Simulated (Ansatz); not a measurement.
Frontier orbitals of `[I][SnH]([I])[I]`.

```xyz
5

I    -2.577    0.080   -0.353
Sn    0.051   -0.198   -0.010
I     1.324    1.163   -1.915
I     0.726    0.799    2.368
H     0.476   -1.844   -0.090
```

The species carries charge 0 and has multiplicity 1. Correlated methods include outer-core shells of I, Sn, which these sets cover unevenly. I, Sn takes the def2 core potential. The structure was optimised at the PBE0-D4/def2-TZVP level. Basis def2-TZVPP, Ansatz.

| functional | HOMO (eV) | LUMO (eV) |
| --- | --- | --- |
| revPBE | -6.60 | -3.59 |

Q: Give HOMO and LUMO (eV) with LDA (SPW92), PBE, BLYP, r2SCAN, B97M-V, PBE0, B3LYP, r2SCANh, r2SCAN0, HSE06 (plane-wave form), BHLYP, CAM-B3LYP, LC-ωPBE, ωB97X-V, ωB97M-V, HF. (An estimate is asked.)

A: Computed: 
| functional | HOMO | LUMO |
| --- | --- | --- |
| LDA (SPW92) | -6.81 | -3.93 |
| PBE | -6.65 | -3.67 |
| BLYP | -6.46 | -3.59 |
| r2SCAN | -6.97 | -3.57 |
| B97M-V | -6.94 | -3.38 |
| PBE0 | -7.78 | -2.94 |
| B3LYP | -7.52 | -3.18 |
| r2SCANh | -7.37 | -3.30 |
| r2SCAN0 | -7.99 | -2.90 |
| HSE06 (plane-wave form) | -7.40 | -3.31 |
| BHLYP | -8.73 | -2.12 |
| CAM-B3LYP | -9.00 | -2.05 |
| LC-ωPBE | -10.36 | -0.96 |
| ωB97X-V | -10.02 | -1.05 |
| ωB97M-V | -9.89 | -1.16 |
| HF | -10.27 | 0.27 |

B3LYP here is the variant with VWN-RPA as its local correlation; programs differ in this. LC-ωPBE has ω = 0.4 bohr⁻¹.
